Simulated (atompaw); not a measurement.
What one change does to a pseudopotential (P (Z = 15), PAW (atompaw))

| Quantity | Value |
| --- | --- |
| Element | P (Z = 15) |
| Generator | atompaw 4.2.0.5 |
| Type | PAW |
| Functional | PBEsol |
| Relativity | non-relativistic |
| Frozen core | [Ne] |
| Valence charge | 5 |
| Reference configuration | 3s2 3p3 |
| Partial waves | 3s (bound): rc 2.15 bohr; 3s channel at 0.3 Ry: rc 1.60 bohr; 3p (bound): rc 2.15 bohr; 3p channel at 1.55 Ry: rc 2.15 bohr; 3d channel at 0.3 Ry: rc 2.15 bohr; 3d channel at 1.65 Ry: rc 2.15 bohr |
| Local potential | troulliermartins scheme with l = 3 at 0.5 Ry, radius 1.50 bohr |
| Core correction | smooth core density matched at 1.70 bohr |
| Augmentation charge | sinc compensation charge, radius 1.75 bohr; PAW radius 2.15 bohr; waves and projectors: custom rrkj gramschmidtortho |

Change: all radii scaled by about 1.09 (s 2.34, p 2.34, d 2.34 bohr); local potential troulliermartins scheme with l = 3 at 0.5 Ry, radius 1.64 bohr; augmentation sinc compensation charge, radius 1.90 bohr; PAW radius 2.34 bohr; waves and projectors: custom rrkj gramschmidtortho; core correction smooth core density matched at 1.86 bohr.

Cutoffs: the cutoffs (Ry, on a coarse ladder) from which the occupation-weighted sum of valence levels, in a spherical-Bessel basis at the reference potential, stays within 10 and 1 mRy of its value at 400 Ry; they do not see the model core or the augmentation charge, which bear on the density cutoff.

Question: What does the change do?

Answer: The potential gets softer (12 Ry and 15 Ry → 10 Ry and 15 Ry); neither file shows a bound ghost. A larger radius leaves more room for a smooth pseudo-wave, so fewer plane waves are needed.

| quantity | base | changed |
| --- | --- | --- |
| cutoff, loose | 12 Ry | 10 Ry |
| cutoff, tight | 15 Ry | 15 Ry |
| loose cutoff by channel (10 mRy a level) | s 6 Ry, p 10 Ry | s 6 Ry, p 8 Ry |
| bound ghosts | none | none |
| lowest overlap eigenvalue by channel | s 0.49, p 0.68, d 0.96 | s 0.63, p 0.21, d 0.95 |

 The cutoffs see the waves, projectors and local potential, not the compensation charge or the core.
